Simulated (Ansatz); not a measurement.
Geometry optimisation, UKS PBE/def2-SVP in Ansatz.

The input (input.yaml):

```yaml
crystal:
  periodic: [false, false, false]
  atoms:
    - { symbol: Ge, position_ang: [0.227797, -0.013551, 0.689714] }
    - { symbol: F, position_ang: [1.711094, -0.367538, 1.477778] }
    - { symbol: F, position_ang: [0.799657, -0.088606, -0.955101] }
    - { symbol: F, position_ang: [-0.311734, 1.648311, 0.703916] }
    - { symbol: F, position_ang: [-0.976002, -1.279162, 0.595162] }
    - { symbol: "N", position_ang: [-0.394854, 0.032288, 2.726875] }
    - { symbol: H, position_ang: [-0.630011, -0.807436, 3.282776] }
    - { symbol: H, position_ang: [-0.424348, 0.875694, 3.32068] }
magnetization:
  spin_polarized: true
  initial_magnetization: 1
basis:
  gaussian: { orbitals: def2-SVP }
hamiltonian:
  xc: pbe
relax:
  f_tol: 0.03
  max_steps: 50
output:
  orbitals: {}
```

Command:

```bash
$ ansatz run input.yaml --threads 4 --pin off --max-ram 5120MiB --backend cpu --events-out ev --progress --plain --runs-dir out
```

**Question.** Where does it end, and by what steps?

**Answer.** It converged. After 7 steps the energy has fallen by 0.034 eV; H8 moved furthest, 0.17 Å.

```tsv
step	energy less start (eV)	largest force component (eV/Å)	accepted
0	0.0000	1.038	yes
1	-0.0183	0.555	yes
2	-0.0267	0.107	yes
3	-0.0292	0.092	yes
4	-0.0318	0.188	yes
5	-0.0330	0.144	yes
6	-0.0335	0.048	yes
7	-0.0338	0.008	yes
```

```xyz
8
Properties=species:S:1:pos:R:3
Ge 0.159 -0.003 0.692
F 1.651 -0.353 1.590
F 0.861 -0.089 -0.901
F -0.391 1.653 0.650
F -1.011 -1.289 0.534
N -0.419 0.040 2.702
H -0.589 -0.815 3.258
H -0.260 0.856 3.317
```

Whether the end is a true minimum wasn't checked by a vibrational analysis.

Run time: 18 s on 4 threads of Arm Neoverse V1, with other jobs on the host, peak memory 0.2 GiB.
